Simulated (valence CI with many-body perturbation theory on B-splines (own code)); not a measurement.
# Questions on Nb²⁸⁺

Level of theory: configuration interaction combined with many-body perturbation theory (CI+MBPT): three valence electrons over a frozen Dirac-Fock core [Ne], radial functions for each j: 9 s, 9 p, 8 d, 6 f, 3 g, 1 h, with the one-electron correlation potential Σ1 (screened to all orders), the two-electron term Σ2, the three-electron term Σ3, Breit, model QED; selected single and double excitations, second order for the rest, scaled by the run's own slope (own B-spline code, finite nucleus).

No measured spectrum was set against this ion. As an estimate, large intervals hold to a few tenths of a per cent, small ones and those within an open d or f shell to about a per cent.

Names give the largest LS component (configuration and term), which can be under half, so a name can repeat, a term be missing and a line seem to break the LS rules; names also repeat where a configuration has a term twice.

Rates and lifetimes use the calculated energies. Strong lines usually hold to 10 to 20 %, long lifetimes can be off by a factor of two.

**Question.** What is the ground level?

**Answer.** 3s²3p ²P°_1/2, composition 98 % 3s²3p ²P°, g = 0.661.

**Question.** Name the longest-lived excited levels whose lifetime is computed, and their main decay.

**Answer.** 3s3p3d ⁴F°_9/2 at 203.65 eV lives 32.3 μs, mostly by M1 to 3s3p3d ⁴F°_7/2; 3s²3p ²P°_3/2 at 22.56 eV lives 18.4 μs, mostly by M1 to 3s²3p ²P°_1/2.

**Question.** Among levels below 224.80 eV, which E1 lines absorb most strongly from the ground level?

**Answer.** to 3s3p² ²P_3/2 at 9.767 nm, f = 0.254; to 3s3p² ²P_1/2 at 11.79 nm, f = 0.209; to 3s²3d ²D_3/2 at 9.167 nm, f = 0.124.

**Question.** What is the ionisation energy?

**Answer.** 1501.5 eV; NIST lists 1488 ± 7 eV (semi-empirical).

**Question.** How well does LS coupling describe the low levels?

**Answer.** Among the lowest 20 levels the leading LS term, summed over configurations, holds 74 % on average. For single configurations the figures are 68 % in LS and 74 % in jj coupling. Terms mix most in the J = 3/2 level at 166.04 eV, where the leading one holds 45 %.

**Question.** What are the static dipole polarisabilities of the lowest levels?

**Answer.** 3s²3p ²P°_1/2 0.0432; 3s²3p ²P°_3/2 0.0451 (tensor 0.0045) bohr³, of which the core gives 0.000661.

**Question.** Where does the other parity begin?

**Answer.** At 3s3p² ⁴P_1/2, 64.21 eV.
